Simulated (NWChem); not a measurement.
System: ZrIF3; SMILES [F][Zr]([F])([F])[I]

```xyz
5

Zr     0.0000     0.0000     1.0047
F     -0.7066     1.6267     1.6491
F      1.7621    -0.2014     1.6491
F     -1.0555    -1.4253     1.6491
I      0.0000     0.0000    -1.7111
```
Atoms are numbered in this order, from 1.

Coordinates come from a PBE0/def2-SVP optimisation. No frequency run checked for a minimum. B3LYP is NWChem's, with the RPA form of VWN correlation. def2 effective core potentials on Zr, I; no spin-orbit coupling.

Question: List the 4 lowest vertical singlet excitations from B3LYP/def2-SVPD with def2 effective core potentials on Zr, I, TDA (NWChem).

Answer: 
| state | energy (eV) | oscillator strength | leading excitation (squared amplitude) |
|---|---|---|---|
| S1 | 4.65 | 0.000 | HOMO → LUMO+1 (0.38) |
| S2 | 4.74 | 0.001 | HOMO−1 → LUMO (0.47) |
| S3 | 4.74 | 0.001 | HOMO−1 → LUMO+1 (0.47) |
| S4 | 5.32 | 0.068 | HOMO → LUMO (0.29) |
